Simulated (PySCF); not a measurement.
Vertical excitations of a molecule C3H3BrF2 from PySCF with TDA-PBE/def2-SVPD, as energy in eV (oscillator strength): 5.33 (0.000), 5.65 (0.000), 5.76 (0.170), 6.32 (0.011), 6.42 (0.000), 6.84 (0.001), 7.14 (0.039), 7.14 (0.012), 7.45 (0.016), 7.57 (0.045). Lowest triplet (TDA): 4.00 eV. Coordinates come from a B3LYP-D3(BJ)/def2-SVP optimisation. One conformer was computed; it need not be the lowest.

Task: Which structure fits?
A) F[C@H]1C[C@]1(F)Br
B) C=C(Br)C(F)F
C) FC(F)/C=C\Br
D) FC1(F)C[C@@H]1Br

Result: C, FC(F)/C=C\Br
